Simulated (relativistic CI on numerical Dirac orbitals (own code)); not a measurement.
**Nb³⁺: M2,3 absorption edge**

Computed with this model: Dirac-Coulomb-Breit CI, orbitals from a KLI potential per configuration, a model potential for QED, valence Slater integrals scaled by 0.7, multiplet model of core-to-valence dipole absorption; configurations [Kr] 4d2 → [Ne] 3s2 3p5 3d10 4s2 4p6 4d3; 300 K; Lorentzian 2 eV and Gaussian 0.4 eV FWHM. Energies are those of the free ion, without screening or charge transfer. The branching ratio is the share of the lower-energy edge in the whole absorption, uncertain by about 0.02 where the edges overlap. S is read from ⟨S²⟩ = S(S + 1).

Field parameters in Wybourne normalisation: D3d B²₀ = −7Dσ, B⁴₀ = −14Dq − 21Dτ, B⁴₃ = −14√(10/7) Dq. The field is a parameter set, without covalency.

Computed curve for free ion, scaled to 100 at the maximum (points under 2 are left out and the grid is thinned):

(Energy (eV), Intensity): (360.00, 2.0), (360.75, 2.4), (361.50, 3.0), (362.25, 3.8), (363.00, 5.1), (363.75, 7.0), (364.50, 10.2), (365.00, 13.9), (365.75, 23.9), (366.50, 45.7), (367.25, 78.9), (368.00, 100.0), (368.75, 78.5), (369.50, 44.6), (370.25, 25.5), (371.00, 15.4), (371.75, 10.3), (372.50, 7.1), (373.25, 5.1), (374.00, 4.0), (374.50, 3.5), (375.25, 2.9), (376.00, 2.6), (376.75, 2.3), (377.50, 2.3), (378.25, 2.3), (379.00, 2.5), (379.75, 3.1), (380.50, 4.2), (381.25, 6.6), (382.00, 12.0), (382.75, 19.3), (383.50, 20.2), (384.00, 20.2), (384.75, 16.1), (385.50, 9.7), (386.25, 6.1), (387.00, 4.6), (387.75, 3.2), (388.50, 2.1)

The ground state has S = 0.99, and the centroid lies at 371.20 eV.
